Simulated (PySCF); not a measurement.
Distances in Å between the heavy atoms of a computed structure (GFN2-xTB; lower triangle, same order across):
```
N1    0.00
C2    1.38  0.00
C3    2.41  1.40  0.00
C4    3.67  2.41  1.38  0.00
C5    4.14  2.76  2.38  1.38  0.00
F6    5.50  4.12  3.62  2.36  1.36  0.00
C7    3.67  2.41  2.78  2.41  1.38  2.36  0.00
C8    2.41  1.40  2.40  2.78  2.38  3.62  1.38  0.00
```

Hydrogens: 2 on N1, 1 on C3, 1 on C4, 1 on C7, 1 on C8.

Neutral, closed shell.

(1) Read off the bonds between heavy atoms and their formal orders.

(2) Write the SMILES.

(3) Which rings does it hold (smallest set)?

(4) Describe the place of each heavy atom.

## Answers

(1) N1–C2 (single); C2–C3 (aromatic); C3–C4 (aromatic); C4–C5 (aromatic); C5–F6 (single); C5–C7 (aromatic); C7–C8 (aromatic); C2–C8 (aromatic).

(2) `Nc1ccc(F)cc1`, C6H6FN. Among its features: benzene ring, amine and C–F bond.

(3) C2–C3–C4–C5–C7–C8 (6 members, 0.00 Å rms from planarity).

(4) N1: aniline-type nitrogen; C2: aromatic carbon bearing nitrogen; C3/C8: aromatic CH carbon; C4/C7: aromatic CH carbon; C5: aromatic C–F carbon; F6: aryl fluorine.

The values belong to the conformer `[NH2:1][c:2]1[cH:3][cH:4][c:5]([F:6])[cH:7][cH:8]1`: H–N1–C2–C3 -21°, H–N1–C2–C3 -162°.
